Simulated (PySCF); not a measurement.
How methods differ on the interval between two levels of Ar³⁺

Ar³⁺ [Ne] 3s2 3p3 [4S3/2, M_J = 3/2] → Ar³⁺ [Ne] 3s1 3p4 [4P5/2, M_J = 5/2], as a difference of total energies. Computed with PySCF 2.14 in x2c-TZVPall-2c, with the two-component X2C-1e Hamiltonian. Correlated levels: [Ne] frozen. "Screened" scales the spin-orbit matrix elements by Boettger's factors to mimic the two-electron term; Breit and QED terms are absent.

```tsv
method	interval between two levels (cm⁻¹)
GHF (spin-free)	125860
GMP2 (spin-free)	124440
GHF (screened spin-orbit)	125260
GMP2 (screened spin-orbit)	123850
```

The labels give the starting determinants; with spin-orbit coupling the two ends relaxed to ⟨J²⟩ = 3.75, ⟨L²⟩ = 0.00, ⟨S²⟩ = 3.75 and ⟨J²⟩ = 8.76, ⟨L²⟩ = 2.00, ⟨S²⟩ = 3.75.
